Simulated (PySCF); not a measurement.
This PySCF input asks for the NMR shieldings of SMILES [H]/N=C\CC[Si@@H](N)O[SiH3], C$_{3}$H$_{12}$N$_{2}$OSi$_{2}$; the geometry comes from GFN2-xTB.

```python
import basis_set_exchange as bse
import numpy as np
from pyscf import gto, dft
from pyscf.prop import nmr

atoms = """
N     1.368461    2.050360    0.090940
C     1.853622    0.913404   -0.123328
C     1.373020   -0.143785   -1.064416
C     0.943815   -1.395826   -0.290974
Si   -0.553643   -1.117067    0.851321
N    -0.011238   -0.284453    2.252465
O    -1.712591   -0.342830    0.002481
Si   -2.473375    0.663837   -1.005275
H     0.546123    2.271226   -0.472418
H     2.728449    0.647497    0.467835
H     0.531223    0.234601   -1.651337
H     2.189128   -0.396390   -1.749764
H     0.701921   -2.176552   -1.012820
H     1.786604   -1.763191    0.294009
H    -1.198320   -2.352857    1.276039
H    -0.677127   -0.081428    2.979867
H     0.633879    0.484951    2.158147
H    -2.160585    0.250634   -2.375788
H    -3.891118    0.525608   -0.690853
H    -1.983396    2.022941   -0.759764
"""
names = dict.fromkeys(["N", "C", "Si", "O", "H"], "pcSseg-1")
basis = {el: gto.basis.parse(bse.get_basis(n, elements=[el], fmt="nwchem")) for el, n in names.items()}
mol = gto.M(atom=atoms, basis=basis, charge=0, verbose=0)
mf = dft.RKS(mol, xc="PBE0")
mf.grids.level = 2
mf.grids.alignment = dft.numint.BLKSIZE   # the property module wants whole blocks of grid points
mf.conv_tol = 1e-9
mf.kernel()

calc = nmr.RKS(mf)   # GIAO
C = mf.mo_coeff
Co = C[:, mf.mo_occ > 0]
resp = mf.gen_response(singlet=True, hermi=2)
def vind(x):   # induced exchange potential for any number of trial vectors
    d = np.einsum("pi,xij,qj->xpq", C, 2 * x.reshape(-1, C.shape[1], Co.shape[1]), Co, optimize=True)
    return np.einsum("xpq,pi,qj->xij", resp(d - d.transpose(0, 2, 1)), C, Co, optimize=True).ravel()
mo1, _ = nmr.rhf.solve_mo1(calc, with_cphf=vind)
sigma = calc.kernel(mo1)
for i, s in enumerate(sigma):   # ppm
    print("%2d %-2s %9.2f" % (i, mol.atom_pure_symbol(i), np.trace(s) / 3))
```

Q: Give the expected output.

A: 
```
 0 N     -94.90
 1 C       4.44
 2 C     145.56
 3 C     174.00
 4 Si    378.73
 5 N     225.87
 6 O     290.00
 7 Si    397.65
 8 H      20.83
 9 H      23.76
10 H      29.74
11 H      28.96
12 H      30.89
13 H      30.93
14 H      27.02
15 H      30.76
16 H      30.09
17 H      26.48
18 H      26.50
19 H      26.37
```

These numbers come from an equivalent density-fitted implementation of the same equations, which agrees with the script to about 0.01 ppm for H and up to a few tenths of a ppm for heavy atoms, so last digits may differ.

Q: Turn these shieldings into chemical shifts. Referencing at the same level of theory: $^{15}$N (σ = 267.73 ppm) against NH3; $^{13}$C (σ = 186.93 ppm) and $^{29}$Si (σ = 349.16 ppm) and $^{1}$H (σ = 31.72 ppm) against TMS; $^{17}$O (σ = 336.08 ppm) vs H2O.

A: Averaging equivalent atoms: N 0: 362.6; N 5: 41.9; C 1: 182.5; C 2: 41.4; C 3: 12.9; Si 4: -29.6; Si 7: -48.5; O 6: 46.1; H 8: 10.89; H 9: 7.95; H 17/18/19: 5.27; H 14: 4.69; H 11: 2.75; H 10: 1.98; H 15/16: 1.30; H 12: 0.82; H 13: 0.78 ppm. Experimental scales use liquid or dissolved standards, which lie at an offset from isolated NH3 (liquid NH3: subtract about 20 ppm) and H2O (liquid H2O: subtract about 36 ppm). Unscaled 15N shifts of sp2 nitrogen come out 20 to 40 ppm too high even then.

Size and cost of the density-fitted run: 210 basis functions, 39 s wall time on 1 thread of an Arm Neoverse V2, shared host; peak memory 1 GiB.
